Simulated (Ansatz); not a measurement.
Molecule: sum formula HBO$_{2}$F, net charge -1, singlet state. It need not be the lowest isomer of its formula. Whether it binds its extra electron was not tested at this geometry. 
Structure (B3LYP-D3(BJ)/def2-TZVP (Ansatz, an electronic-structure program) minimum search):
```xyz
5

B     -0.1294    -0.0552     0.0138
F     -0.0953     1.3510    -0.0267
O     -1.1817    -0.7785     0.1334
O      1.2265    -0.5220    -0.1032
H      1.1458    -1.4794    -0.0701
```
Charge -1, spin multiplicity 1.

Basis-set convergence of Hartree-Fock and CCSD(T) correlation energies (hartree) with Ansatz. Correlated levels leave the core frozen unless marked. No spin-orbit coupling. Non-relativistic.

| basis | functions | E(HF) | E(corr, CCSD(T)) | rough core time |
|---|---|---|---|---|
| aug-cc-pVDZ | 101 | -274.64925 | -0.72651 | under 20 s |
| aug-cc-pVTZ | 207 | ___ | ___ | 50 s |

Problem. What belongs in the gaps?

Solution. 
- aug-cc-pVTZ, E(HF): -274.72433
- aug-cc-pVTZ, E(corr, CCSD(T)): -0.89123
